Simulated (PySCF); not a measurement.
Computed shifts of a molecule C2H6AlFO, PySCF with PBE/pcSseg-1, GIAO, gas phase, equivalent atoms averaged, in ppm (number of nuclei): ¹⁹F: -178.5 (1). ¹³C: 13.1 (1), -0.7 (1). ¹H: 2.21 (1), 1.47 (3), 0.72 (2). References: ¹⁹F against CFCl3 (σ = 133.6 ppm); ¹³C against TMS (σ = 182.0 ppm); ¹H against TMS (σ = 31.49 ppm); ¹⁷O against H2O (σ = 334.3 ppm), references at their B3LYP-D3(BJ)/def2-TZVP geometries, non-relativistic. The structure is a stationary point at B3LYP-D3(BJ)/def2-SVP. The values are those of a single conformer.

Task: Which structure fits?
A) C[CH2][Al]([OH])[F]
B) CC[O][AlH][F]
C) C[O][Al]([CH3])[F]

Result: A, C[CH2][Al]([OH])[F]
